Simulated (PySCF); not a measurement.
## Correlation energy of Cs⁴²⁺ (caesium, charge +42)

[Ne] 3s2 3p1, 2P determinant. Computed with PySCF 2.14 in an uncontracted even-tempered set (18 s from 7.7 bohr⁻², ratio 2.5; 12 p from 10 bohr⁻², ratio 2.5; 4 d from 40 bohr⁻², ratio 2.7; 4 f from 60 bohr⁻², ratio 2.7), with the spin-free X2C one-electron Hamiltonian (Gaussian nucleus). Frozen: 1s2; 11 electrons correlated; the 21 highest virtual orbitals of each spin left out.

```
  level  correlation energy (mhartree)
   CCSD                        -507.27
    (T)                          -0.95
CCSD(T)                        -508.22
```

Diagnostics: T1 = 0.00066, D1 = 0.0029, largest double amplitude 0.053.

Task: Is a single reference adequate?

Result: Yes, within this model without spin-orbit coupling: T1 lies below 0.03 and no double amplitude reaches 0.07.

At this charge the one-electron X2C treatment keeps the bare 1/r₁₂, with no two-electron picture change or Breit term. The effect here is smaller than on the frozen 1s shell; and a scalar Hamiltonian misses the large spin-orbit splitting of the p shells, which matters for ns² → np² pairs.
